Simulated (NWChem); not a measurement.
# ZnBr2; SMILES [Zn]([Br])[Br]

```xyz
3

Zn     0.0000     0.0000     0.0103
Br     2.2301     0.0000    -0.0040
Br    -2.2301     0.0000    -0.0040
```
Atoms are numbered in this order, from 1.

The geometry was optimised at PBE0/def2-SVP.

List the 4 lowest vertical singlet excitations from B3LYP/def2-SVPD, TDA (NWChem).


| state | energy (eV) | oscillator strength | leading excitation (squared amplitude) |
|---|---|---|---|
| S1 | 5.06 | 0.000 | HOMO−1 → LUMO (0.99) |
| S2 | 5.06 | 0.000 | HOMO → LUMO (0.99) |
| S3 | 5.49 | 0.044 | HOMO−3 → LUMO (0.99) |
| S4 | 5.49 | 0.044 | HOMO−2 → LUMO (0.99) |
